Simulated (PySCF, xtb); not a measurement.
Sn(OMe)(SiH3) (CH6OSiSn), SMILES C[O][Sn][SiH3] (connectivity only; charge and spin as stated), neutral, multiplicity 1. One conformer was computed; it need not be the lowest.

Harmonic wavenumbers (cm⁻¹) from xtb with GFN2-xTB at its own minimum, in rising order: 58, 61, 89, 142, 203, 278, 284, 340, 360, 774, 843, 847, 1077, 1134, 1142, 1418, 1486, 1489, 2054, 2060, 2095, 2923, 2931, 2948.

Task: What does PBE-D3(BJ)/def2-SVP (PySCF 2.14.0) give at its own minimum? (An estimate is asked for; the answer gives what the named calculation found.)

Result: 89, 101, 113, 139, 231, 251, 316, 383, 487, 801, 894, 905, 1089, 1119, 1134, 1402, 1406, 1416, 2102, 2120, 2126, 2891, 2969, 2983. Paired by order, the mean absolute difference is 39 cm⁻¹ and the zero-point energies are 38.6 and 39.3 kcal/mol.
